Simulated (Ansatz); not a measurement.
Input and output for HfS2 (the lowest singlet isomer of a short search).

```yaml
crystal:
  periodic: [false, false, false]
  atoms:
    - {symbol: Hf, position_ang: [0.223231, 0.646714, -0.488356]}
    - {symbol: S, position_ang: [-1.864308, 0.093772, -0.004595]}
    - {symbol: S, position_ang: [1.641077, -0.740487, 0.492951]}
basis:
  gaussian: {orbitals: def2-TZVP}
hamiltonian: {xc: {name: PBE0}, dispersion: d3bjatm}
scf: {omitted_lower_state_checks: [starts]}
```

```sh
$ ansatz run in.yaml --threads 4 --pin off --events-out ev --progress --plain --max-ram 3916MiB
```

It prints (some lines left out):

```
Functional definition: PBE0
935 factors; their error is unknown
mean field evaluation 1: about -22965.0758 eV, gradient 4.5e1 eV
mean field evaluation 2: about -22814.6338 eV, gradient 2.4e2 eV
mean field evaluation 4: about -22970.7910 eV, gradient 1.2e1 eV
mean field evaluation 8: about -22971.2142 eV, gradient 1.1e-1 eV
mean field evaluation 16: about -22971.2692 eV, gradient 2.2e-4 eV
mean field -22971.26923672 eV, -844.1785739640 hartree, gradient 2.0e-5 eV, S^2 0.000000; 0 other end points of the search recorded, 0 dependent functions left out
reference -22971.26925783 eV, -844.1785747396 hartree; 22, 22 occupied and 92, 92 virtual orbitals, 935 factors
Total energy: -22971.36979637 eV, -844.1822694630 hartree
Checks for a lower state left out: starts
```

Run time 0.45 s (4 threads of AMD EPYC 9R45 on a shared host).

In the def2 sets Hf takes a core potential; there is no spin–orbit coupling.
